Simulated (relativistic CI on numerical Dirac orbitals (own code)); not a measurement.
# Hyperfine structure of Hf⁺, mass number 177

Computed by Dirac-Coulomb-Breit CI, separate exchange-only KLI orbitals for each configuration, QED by a radiative potential, valence Slater integrals scaled by 0.85, P86 correlation energy added to each configuration (own radial code, finite nucleus).

CI space (outside the closed core [Xe] 4f14): 5d6s², 5d²6s, 5d6s6p, 5d²6p, 5d³, 6s²6p, 5d6s6d, 5d²6d, 5d6s6f, 6s²5f, 5d6s6g, 6s²7p, 5d²5f, 6s²5g, 5d6p², 6p³, 5f6p², 6s6p², 6p²6d, 6p²6f. Double excitations out of closed p, d and f shells are left out; levels of such configurations are missing from the list, as are those of other unlisted configurations, and high levels can miss mixing partners. These lack a partner that the ground configuration has and come out too high: 6s²7p, 6s²5g.

Nuclear spin I = 7/2, μ = 0.791 μN, Q = 3.37 b (tables of Stone and Pyykkö). The electronic factors are computed for point nuclear moments, without core polarisation; leaving it out makes A of s and p electrons in near-neutral atoms 20 to 40 % too small, and it can dominate for d and f shells.

```csv
Level,E (cm⁻¹),A (MHz),B (MHz)
5d6s² ²D3/2,0.0,21.26,1160
5d6s² ²D5/2,2470.3,325,898
5d²6s ⁴F3/2,2769.0,-590.7,645
5d²6s ⁴F5/2,3779.3,229.2,672
5d²6s ⁴F7/2,4802.5,487.4,569
5d²6s ⁴F9/2,6405.9,521.6,1080
5d²6s ⁴P1/2,10782.7,2802,
5d²6s ⁴P3/2,11479.8,1034,1220
```

Levels with J = 0, under 50 % of one LS term, or S terms without an open s electron are left out. Small factors come from cancelling terms and can be off by tens of per cent or more.

For a near-neutral ion this model can misplace configurations by up to about 10,000 cm⁻¹ (more where the count of f electrons changes) and terms by 10 to 25 % of their spread. Rates follow the energies as ν³ (E1, M1) or ν⁵ (E2), so they and the lifetimes can be off by large factors. The fine structure of a lone outer electron comes out too small, for d and f at times inverted, and misplaced configurations move strength between like terms. 11 of the 18 excited levels that our extract of the measured tables holds in this range could be paired (the sources list more); they are missed by 2601 cm⁻¹ on average and 4343 at most, and levels without a partner can miss by more. Some levels of the ground configuration have no partner and can miss by 10 % or more.

Q: Give the hyperfine levels of 5d6s² ²D5/2 relative to its centre of gravity.

A: With K = F(F + 1) − I(I + 1) − J(J + 1), E = AK/2 + B[¾K(K + 1) − I(I + 1)J(J + 1)]/[2I(2I − 1)J(2J − 1)]: F = 1: -3175, F = 2: -2782, F = 3: -2096, F = 4: -1001, F = 5: 656.3, F = 6: 3069 MHz.

LS names give the leading component of a level, which can be under half, so a name can repeat, a term be missing and a line seem to break the LS rules.
